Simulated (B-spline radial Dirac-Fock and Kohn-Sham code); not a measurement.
## Relativistic shifts of the levels of In³⁹⁺

System: the In³⁹⁺ ion, configuration [He] 2s2 2p6.

Both columns are ΔSCF binding energies of the configuration average from an atomic code on a B-spline grid: non-relativistic Hartree-Fock with a point nucleus, and Dirac-Fock with a finite nucleus and the Coulomb interaction alone, averaged over the two j levels with weights 2j+1.

| shell | Hartree-Fock (eV) | Dirac-Fock (eV) | shift (eV) | shift (%) |
| --- | --- | --- | --- | --- |
| 1s | 29587.9 | 30571.7 | +983.82 | +3.33 |
| 2s | 6349.9 | 6615.6 | +265.67 | +4.18 |
| 2p | 6103.6 | 6198.4 | +94.84 | +1.55 |

Relativity binds 1s, 2s, 2p more strongly, among those listed most of all 2s in relative terms.

Values without a named source are computed, but for edge energies of neutral atoms, which are taken from tables.
